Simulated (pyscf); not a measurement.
Single points on ωB97X-D3(BJ)/def2-SVP structures (PySCF, gas phase).

SMILES: C(F)(F)(F)[SiH2]O
```xyz
9

O     -0.9686    -1.5309     1.0797
Si    -0.0981    -0.4725     0.1475
C      0.2276    -1.2381    -1.5917
F      0.9057    -0.3773    -2.3789
F      0.9398    -2.3779    -1.5401
F     -0.9347    -1.5246    -2.2223
H     -1.8716    -1.7386     0.8181
H     -0.8182     0.8026    -0.1154
H      1.2113    -0.2648     0.8026
```
Charge 0, spin multiplicity 1.

**Question.** How much does it cost (ΔH, 298 K, ωB97M-D3(BJ)/def2-TZVP) to split HO–SiH₂–C(F)(F)–F at its C–Si bond into HO–SiH₂• + F–C•(F)–F?

**Answer.** C–Si to HO–SiH₂• + F–C•(F)–F: 89.1 kcal/mol. The 7 functionals that were run give +79.9 (r²SCAN) to +89.1 kcal/mol (ωB97M-D3(BJ)). Other isomers of HO–SiH₂• were not searched in full and may lie lower.
